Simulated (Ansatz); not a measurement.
Species: sum formula H₃SiO, charge -1, multiplicity 1. It need not be the lowest isomer of its formula. Whether it binds its extra electron was not tested at this geometry. 
Structure (B3LYP-D3(BJ)/def2-TZVP (Ansatz, a quantum-chemistry and plane-wave program) minimum search):
```xyz
5

Si    -0.6220    -0.0865    -0.1202
O      1.1295    -0.1525     0.0756
H     -1.0236     0.4266     1.3021
H     -0.7635     1.3551    -0.7113
H      1.4594     0.6498     0.4882
```
Charge -1, spin multiplicity 1.

Total electronic energies in hartree. Valence correlation only, unless marked. Spin-orbit coupling is left out. No relativistic terms. CBS marks a two-point X^-3 extrapolation of the correlation energy; Hartree-Fock from the larger set. [CCSD(T)-MP2]/basis is that difference in the basis named.

```
level                                                                 program  energy (Eh)
-------------------------------------------------------------  --------------  -----------
HF/6-31G                                                               Ansatz   -365.44124
HF/def2-SVPD                                                           Ansatz   -365.38926
RI-HF/def2-QZVPPD                                                      Ansatz   -365.59574
PBE-D3(BJ)/def2-TZVPD                                          Ansatz + dftd3            ?
r2SCAN-D3(BJ)/def2-TZVPD                                       Ansatz + dftd3   -366.51677
PBE0/6-31G*                                                            Ansatz            ?
CAM-B3LYP-D3(BJ)/def2-TZVPD                                    Ansatz + dftd3            ?
wB97X-V/def2-TZVPD                                                     Ansatz   -366.50882
RPA@PBE/cc-pV(Q+d)Z                                                    Ansatz   -366.27074
MP2/CBS(aug-cc-pV(T+d)Z,aug-cc-pV(Q+d)Z)                               Ansatz    -366.0360
CCSD/cc-pV(D+d)Z                                                       Ansatz   -365.85945
CCSD/cc-pV(T+d)Z                                                       Ansatz   -365.98775
CCSD/CBS(aug-cc-pV(T+d)Z,aug-cc-pV(Q+d)Z)                              Ansatz    -366.0499
RI-MP2/CBS(def2-TZVPPD,def2-QZVPPD)+[CCSD(T)-MP2]/def2-QZVPPD          Ansatz    -366.0699
CCSD(T)/CBS(aug-cc-pV(T+d)Z,aug-cc-pV(Q+d)Z)                           Ansatz    -366.0683
```

### Question
What belongs in the gaps?

### Answer

- PBE-D3(BJ)/def2-TZVPD, energy (Eh): -366.35390
- PBE0/6-31G*, energy (Eh): -366.29004
- CAM-B3LYP-D3(BJ)/def2-TZVPD, energy (Eh): -366.57010
